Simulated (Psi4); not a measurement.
Input for Psi4:
```
memory 2 GB

molecule {
0 2
F    -1.03403418   -1.26232646   -0.41313589
Ge    0.00285560    0.00944545    0.38125035
F     1.59592010   -0.27814980   -0.45721742
F    -0.57203918    1.50689244   -0.48520348
}

set {
  basis sto-3g
  reference uks
}

energy('cam-b3lyp')
print_variables()
```

Q: What does this run give for the number of basis functions, total energy, nuclear repulsion energy, dipole moment, <S^2>?

A: 
```yaml
number_of_basis_functions: 33
total_energy: -2348.1245 Eh
nuclear_repulsion_energy: 296.5778 Eh
dipole_moment: 0.91 D
"<S^2>": 0.761
```

These values belong to the state on which the SCF converged, which isn't shown to be the lowest.
